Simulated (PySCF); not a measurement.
Dipole moment and polarisability of `C[SiH2]C(F)=C1COC1`

Compound: C5H9FOSi.
Structure used (GFN2-xTB), in Å, numbered top down from 1:
```xyz
17
C5H9FOSi angstrom
C      2.6458    0.5424    0.2066
Si     1.6017   -0.8828   -0.4863
C     -0.0955   -0.1912   -0.9834
F     -0.2123    0.1432   -2.3025
C     -1.1470    0.0041   -0.2082
C     -1.4495   -0.2138    1.2415
O     -2.7771    0.2849    1.0484
C     -2.5496    0.5197   -0.3468
H      2.7709    1.3342   -0.5275
H      3.6358    0.1996    0.4927
H      2.1808    0.9793    1.0866
H      1.3723   -1.9079    0.5378
H      2.1964   -1.4472   -1.6985
H     -1.4434   -1.2553    1.5783
H     -0.8787    0.3991    1.9463
H     -2.6440    1.5776   -0.6117
H     -3.2136   -0.0740   -0.9831
```

Level: CAM-B3LYP/def2-SVPD (PySCF), static field, nuclei fixed, core orbitals frozen in the response. The polarisability tensor in these axes (au):

```
x   107.34  -5.33  -5.66
y    -5.33  75.22   0.37
z    -5.66   0.37  85.26
```

Q: Give the principal values, the mean and the anisotropy Δα = √{½[(α1 − α2)² + (α2 − α3)² + (α1 − α3)²]}.

A: Principal values 74.33, 83.97 and 109.52 au; mean 89.27 au = 13.23 Å³ = 14.72 × 10⁻⁴⁰ C²·m²/J; Δα = 31.49 au (35 % of the mean).

Q: What is the dipole moment, and where does it point?

A: (1.85, -0.19, 0.67) D, 1.98 D in size, pointing from the negative to the positive side. Measured along this direction, the outermost atoms are H17 at the negative end and H10 at the positive end.

Q: Find the Langevin capture rate constant for NO+ (29.998 u) meeting this molecule (132.041 u), k = 2.342 × 10⁻⁹ cm³/s × √(α in Å³ / reduced mass in u).

A: The reduced mass is 24.44 u, so k = 1.72 × 10⁻⁹ cm³/s. The formula leaves out the permanent dipole, which adds to the capture rate.

Q: What depolarisation ratio follows for Rayleigh scattering of linearly polarised light, taking the static tensor?

A: ρ = 3Δα²/(45ᾱ² + 4Δα²) = 2975.0/(358626 + 3966.6) = 0.0082.

Q: Give the principal axes and the span of the nuclei along them.

A: Largest value along (0.96, -0.15, -0.23), where the nuclei span 6.31 Å; middle along (0.22, -0.09, 0.97), 3.97 Å; least along (0.17, 0.98, 0.05), 3.37 Å. The response follows the extents in order.

Q: Refractivity n − 1 of an ideal gas of it at 400 K and 1 atm, from the electronic α?

A: N = p/kT = 1.8347 × 10¹⁹ cm⁻³, so n − 1 = 2π × N × 13.23 × 10⁻²⁴ cm³ = 1525 × 10⁻⁶ at long wavelengths.

One conformer (not necessarily the lowest) at the GFN2-xTB geometry, without solvent, vibrations or thermal averaging.

The run behind these numbers computed excited states as well. Time: 2.0 min wall; peak memory 1.1 GiB. Hardware: one thread, Arm Neoverse N1 (aarch64), shared host.
